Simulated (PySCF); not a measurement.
Precursor series Cd Cl-NH2. Isolated molecules, 0 K electronic values unless said otherwise. One relaxed conformer stands for each flexible species; it need not be the lowest.

The HOMO–LUMO gap from two functionals at the same geometries (BP86-D3(BJ)/def2-SVP), both in PySCF: PBE-D3(BJ)/def2-TZVP and TPSSh-D3(BJ)/def2-TZVP. 

```tsv
species	PBE-D3(BJ)/def2-TZVP (eV)	TPSSh-D3(BJ)/def2-TZVP (eV)
0 of 2 Cl replaced by NH2 ([Cd(Cl)2])	4.30	5.44
1 of 2 Cl replaced by NH2 ([Cd(Cl)(NH2)])	3.87	4.92
2 of 2 Cl replaced by NH2 ([Cd(NH2)2])	3.91	4.93
```

Over these rows, drawn at random from the members with no instability flagged (it was tested for open shells, ions and some series alone), PBE minus TPSSh-D3(BJ): mean -1.07 eV, from -1.14 eV to -1.01 eV.
